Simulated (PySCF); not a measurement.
## Relaxation of singlet PtI₂

All numbers come from PySCF, B3LYP, basis Pt def2-SVP with ECP60, I def2-SVP with ECP28 (scalar-relativistic core potentials, no spin–orbit coupling, density fitting). A (50,194) grid was used.

A hand-made bent start, of C2v symmetry, held to at least that symmetry:

Coordinates in bohr (charge 0 multiplicity 1):
```
Pt    0.0000    0.0000   -1.5694
I     3.9628    0.0000    1.2055
I    -3.9628    0.0000    1.2055
```

At each step, columns x, y, z (Å) and Fx, Fy, Fz (eV/Å):

```
step 0  E − E(last) = 2.54 kJ/mol
Pt   0.000   0.000  -0.830   0.000   0.000   0.559
I    2.097   0.000   0.638  -0.479   0.000  -0.280
I   -2.097   0.000   0.638   0.479   0.000  -0.280
step 1  E − E(last) = 0.43 kJ/mol
Pt   0.000   0.000  -0.816   0.000   0.000   0.168
I    2.075   0.000   0.631  -0.189   0.000  -0.084
I   -2.075   0.000   0.631   0.189   0.000  -0.084
step 2  E − E(last) = 0.11 kJ/mol
Pt   0.000   0.000  -0.815   0.000   0.000  -0.066
I    2.057   0.000   0.630  -0.002   0.000   0.033
I   -2.057   0.000   0.630   0.002   0.000   0.033
step 3  E − E(last) = 0.06 kJ/mol
Pt   0.000   0.000  -0.821   0.000   0.000  -0.048
I    2.051   0.000   0.633  -0.003   0.000   0.024
I   -2.051   0.000   0.633   0.003   0.000   0.024
step 4  E − E(last) = 0.00 kJ/mol
Pt   0.000   0.000  -0.839   0.000   0.000   0.007
I    2.034   0.000   0.642  -0.001   0.000  -0.004
I   -2.034   0.000   0.642   0.001   0.000  -0.004
step 5  E − E(last) = 0.00 kJ/mol
Pt   0.000   0.000  -0.837   0.000   0.000  -0.001
I    2.035   0.000   0.641   0.000   0.000   0.000
I   -2.035   0.000   0.641   0.000   0.000   0.000
```

It ends at C2v with Pt–I 2.519 Å (×2); I–Pt–I 104.2° (after a last refinement on a finer grid). A frequency run shows a minimum. Other isomers or separated fragments may lie lower.

At this level a triplet minimum of D∞h symmetry lies 31 kJ/mol below this structure. Spin–orbit coupling, left out here, can matter for elements this heavy.

The relaxation took roughly 40 core-seconds on a shared host.
